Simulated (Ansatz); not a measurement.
`C#C[SiH](C)Cl` + CH₃OH → `C#C[SiH](Cl)OC` + CH₄  (ligand exchange at the Si–C bond)

Isolated molecules relaxed with PBE0-D4/def2-TZVP in Ansatz; ΔE leaves out vibrations. CBS: MP2 limit from def2 TZ/QZ plus the TZ coupled-cluster correction, frozen cores. This one scheme is used for every species. Functionals use def2-TZVPP. B3LYP here is the variant with VWN-RPA as its local correlation; programs differ in this. Each species was taken in one conformer, which may not be the lowest.

`C#C[SiH](C)Cl`:

```xyz
10

C    -2.279    1.288   -0.072
C    -1.402    0.462   -0.123
Si   -0.056   -0.761   -0.216
C     1.577    0.034    0.151
Cl   -0.430   -2.239    1.166
H    -3.058    2.015   -0.025
H    -0.083   -1.396   -1.553
H     2.380   -0.704    0.106
H     1.569    0.481    1.147
H     1.782    0.820   -0.581
```

CH₃OH:

Z-matrix (Å, degrees):
```
C
O 1 1.409
H 1 1.097 2 112.4
H 1 1.090 2 107.0 3 -118.5
H 1 1.097 2 112.4 3 123.0
H 2 0.959 1 108.5 3 -61.6
```

`C#C[SiH](Cl)OC`:

Cartesian coordinates in Å:
```
C -0.051 2.494 -0.932
C 0.331 1.353 -0.853
Si 0.885 -0.377 -0.755
Cl 2.548 -0.402 0.447
O -0.280 -1.325 -0.147
C -0.937 -1.117 1.087
H -0.385 3.505 -1.004
H 1.241 -0.915 -2.076
H -0.247 -1.263 1.924
H -1.360 -0.109 1.145
H -1.744 -1.845 1.163
```

CH₄:

Cartesian coordinates in Å:
```
C 0.000 0.000 0.000
H -0.608 -0.096 0.899
H 0.680 -0.848 -0.071
H 0.575 0.924 0.047
H -0.648 0.020 -0.876
```

```json
{"level": "PBE-D4", "ΔE (kJ/mol)": "-99.0", "difference from CCSD(T)/CBS": "8.6"}
{"level": "r2SCAN0-D4", "ΔE (kJ/mol)": "-108.3", "difference from CCSD(T)/CBS": "-0.7"}
{"level": "B2PLYP", "ΔE (kJ/mol)": "-111.2", "difference from CCSD(T)/CBS": "-3.6"}
{"level": "PBE-QIDH", "ΔE (kJ/mol)": "-104.7", "difference from CCSD(T)/CBS": "2.9"}
{"level": "BLYP", "ΔE (kJ/mol)": "-107.0", "difference from CCSD(T)/CBS": "0.6"}
{"level": "PBE0", "ΔE (kJ/mol)": "-98.1", "difference from CCSD(T)/CBS": "9.5"}
{"level": "B3LYP", "ΔE (kJ/mol)": "-108.4", "difference from CCSD(T)/CBS": "-0.8"}
{"level": "CAM-B3LYP", "ΔE (kJ/mol)": "-111.6", "difference from CCSD(T)/CBS": "-4.0"}
{"level": "CCSD(T)/def2-TZVPP", "ΔE (kJ/mol)": "-108.7", "difference from CCSD(T)/CBS": "-1.1"}
{"level": "MP2/CBS(def2)", "ΔE (kJ/mol)": "-109.9", "difference from CCSD(T)/CBS": "-2.3"}
{"level": "CCSD(T)/CBS", "ΔE (kJ/mol)": "-107.6", "difference from CCSD(T)/CBS": "0"}
```

Largest T1 diagnostic among the species: 0.012.

In def2-TZVPP, CCSD(T) changes the Hartree–Fock value by +8.3 kJ/mol (the triples alone add +0.2 kJ/mol) and MP2 by +6.0 kJ/mol. The D4 term adds −3.7 kJ/mol with B3LYP and −2.2 kJ/mol with PBE0; it sums over pairs of atoms, weighted by their polarisabilities, and B3LYP, whose exchange is more repulsive, gets the larger term.
